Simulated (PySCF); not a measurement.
I₂In, charge +1. Atoms are numbered in the order given.

```xyz
3

In     0.0000     0.0000     0.0000
I      0.0000     0.0000    -2.5913
I      0.0000     0.0000     2.5913
```
Charge +1, spin multiplicity 1.

The structure is a stationary point at PBE-D3(BJ)/def2-SVP. The multiplicity is an assumed one; other spin states were not compared. The isomer is the one that the SMILES or the coordinates give; other isomers of the formula were not compared. The def2 effective core potentials stand for the cores of I, In; spin–orbit coupling is left out.

Computed with B3LYP/def2-TZVPD run with PySCF.

- total energy = -785.63639 hartree
- point group = D∞h
- highest occupied level = -12.61 eV
- lowest empty level = -8.86 eV
- orbital gap = 3.75 eV
- dipole moment about the centre of nuclear charge = 0.00 D
- mean static polarisability = 105.4 bohr³ (15.62 Å³)
- polarisability, principal values = 68.7, 68.7, 178.8 bohr³
